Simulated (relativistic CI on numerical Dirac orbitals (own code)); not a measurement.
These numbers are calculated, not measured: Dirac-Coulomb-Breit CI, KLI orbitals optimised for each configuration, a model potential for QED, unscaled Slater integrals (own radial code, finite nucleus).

The strongest absorption lines from the ground level of an ion, among the configurations computed and to levels below about 189 eV (vacuum wavelength in Å, gf): 67.460 (0.27), 79.567 (0.18), 83.711 (0.11), 84.068 (0.95), 95.865 (0.08), 268.33 (0.12), 359.65 (0.097), 424.74 (0.091).

**Question.** Which ion is it?
A. Si⁸⁺
B. Mg⁴⁺
C. Mg⁶⁺
D. O²⁺

**Answer.** C. Mg⁶⁺ has 6 electrons and the ground level 2s2 2p2 3P_0; the strongest line goes to 2s2 2p 3d 3D°_1. The pattern of lines fixes the number of electrons, and along that sequence the line energies rise steadily with the charge (about as its square where n changes within one kind of shell, about linearly where n is kept but much faster in heavy ions where fine structure, which grows about as Z⁴, sets the gap, and irregularly where shells cross), which fixes Z. Configurations outside the model, such as inner-shell arrays, can give stronger lines. At this charge configurations can still be misplaced by up to about 7 % of their energy. 64 of the 66 excited levels that our extract of the measured tables holds in this range could be paired (the sources list more); they are missed by 6198 cm⁻¹ on average and 20116 at most, and levels without a partner can miss by more.
